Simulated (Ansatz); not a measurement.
Abridged output of a molecular run in Ansatz:

```
Functional definition: HF
917 factors; integrals over basis functions are off by at most 1.1e-3 eV
mean field evaluation 1: about -61939.3059 eV, gradient 4.0e1 eV
mean field evaluation 2: about -61939.3496 eV, gradient 4.0e1 eV
mean field evaluation 4: about -61942.5771 eV, gradient 2.8e0 eV
mean field evaluation 8: about -61942.6088 eV, gradient 2.6e-1 eV
mean field -61942.60895806 eV, -2276.3488930003 hartree, gradient 1.9e-6 eV, S^2 0.000000; 0 other end points of the search recorded, 0 dependent functions left out
12 core orbitals not correlated: weight in the atoms' cores, before any rotation towards them, 1.000 or more for the frozen orbitals, at most 0.000 for the correlated occupied ones
reference -61942.60895806 eV, -2276.3488930003 hartree; 17, 17 occupied and 65, 65 virtual orbitals, 917 factors
second order -18.63015243 eV of doubles, -0.00000000 eV of singles
cycle   1  -18.54397272 eV  change    8.6e-2 eV  update   1.1e-1
cycle   2  -19.09387581 eV  change   -5.5e-1 eV  update   3.2e-2
cycle   3  -19.22235605 eV  change   -1.3e-1 eV  update   1.8e-2
cycle   4  -19.20813441 eV  change    1.4e-2 eV  update   4.2e-3
cycle   5  -19.20693988 eV  change    1.2e-3 eV  update   1.9e-3
cycle   6  -19.20782161 eV  change   -8.8e-4 eV  update   6.0e-4
cycle   7  -19.20751783 eV  change    3.0e-4 eV  update   2.0e-4
cycle   8  -19.20745921 eV  change    5.9e-5 eV  update   6.2e-5
cycle   9  -19.20747632 eV  change   -1.7e-5 eV  update   2.4e-5
perturbative correction -0.44069556 eV, -0.0161952631 hartree
Total energy: -61962.25712994 eV, -2277.0709499990 hartree
```

Its atoms:

```xyz
8

B    -0.554   -0.872    1.190
O    -0.730    0.222    0.422
Ge    0.299    0.673   -0.956
F     1.490    1.743   -0.301
H    -1.297   -1.031    2.116
H     0.321   -1.663    0.936
H     1.036   -0.558   -1.490
H    -0.565    1.485   -1.918
```

Problem. Which basis set was used?
A. def2-TZVPPD
B. def2-SVP
C. def2-SVPD
D. def2-TZVPP

Solution. B. It gives 94 functions.

Problem. Write the keys of the input that set method, charge and spin (a neutral closed shell needs none for the last two).

Solution. 
```yaml
correlation: {method: ccsd_t}
```
